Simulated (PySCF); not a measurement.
CHOS, SMILES [OH+]=C=S, charge +1. The structure is a stationary point at B3LYP-D3(BJ)/def2-TZVP. The isomer is the one that the SMILES or the coordinates give; other isomers of the formula were not compared.

All values below come from B3LYP-D3(BJ)/def2-TZVP in PySCF 2.14.0.

Harmonic wavenumbers (cm⁻¹): 444, 481, 922, 1022, 1928, 3556. Rotational constants (GHz): 786.9, 5.766, 5.724; symmetry number 1.

Problem. Work out the zero-point energy and the ideal-gas rigid-rotor harmonic-oscillator thermochemistry at 298.15 K and 1 atm.

Solution. ZPE = ½ Σ hcν = ½ × 8353 cm⁻¹ = 49.96 kJ/mol. H − E(el) = 61.43 kJ/mol. Entropy in J/(mol K): translation 160.03, rotation 83.90, vibration 7.26, total 251.20. G − E(el) = -13.47 kJ/mol. Cp = 47.93 J/(mol K).
